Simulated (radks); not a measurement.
Question: The mean radii <r> (bohr) of the occupied orbitals of an atom or ion are listed with their occupations. Method: scalar-relativistic Kohn-Sham, PBEsol, spin-unpolarised, spherical densities, finite nucleus; Fermi nuclear charge, rms radius of each element as measured or else 0.836 A^(1/3) + 0.57 fm; computed with a radial shooting solver on a logarithmic mesh with Libxc functionals.

orbital  occ.      <r>
1s          2  0.01900
2s          2  0.08040
2p          6  0.07174
3s          2   0.2088
3p          6   0.2086
3d         10   0.1890
4s          2   0.4684
4p          6   0.4978
4d         10   0.5353
5s          2    1.135
5p          6    1.338
4f         14   0.6764
5d          2    2.105

Name the element and its charge.

Answer: Z = 72, hafnium, charge +2: Hf2+ in [Xe] 4f14 5d2. The 1s radius gives Z: for a bare nucleus <r> = (2 gamma + 1)/(2Z) with gamma = sqrt(1 - (Z/c)^2), 0.01876 bohr for Z = 72, and screening makes it slightly larger (0.01900 here). The occupations add up to 70, and the charge is Z minus that.
